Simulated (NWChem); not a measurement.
# InH$_{2}$Br; SMILES [Br][InH2]

```xyz
4

In     0.0000     0.0000    -1.0704
H      0.0000     1.5777    -1.7455
H      0.0000    -1.5777    -1.7455
Br     0.0000     0.0000     1.4338
```
Atoms are numbered in this order, from 1.

Level: PBE0/def2-SVP with def2 effective core potentials on In (NWChem), optimised geometry, unscaled harmonic frequencies. This build's default masses of Se (78.918 u) and Br (79.917 u) are each other's, which moves their modes by up to 0.6 %. def2 effective core potentials on In; no spin-orbit coupling.

| frequency (cm⁻¹) | IR intensity (km/mol) |
|---|---|
| 249 | 32.7 |
| 402 | 27.0 |
| 536 | 88.7 |
| 585 | 193.0 |
| 1838 | 61.5 |
| 1849 | 233.9 |

| Property | Value |
|---|---|
| zero-point energy | 7.8 kcal/mol |
| thermal correction to the enthalpy at 298.15 K (with zero-point energy) | 10.9 kcal/mol |
| heat capacity Cv | 11.5 cal/(mol K) |
| entropy at 298.15 K and 1 atm (symmetry number 2) | 68.6 cal/(mol K) |

Rigid rotor and harmonic oscillator.
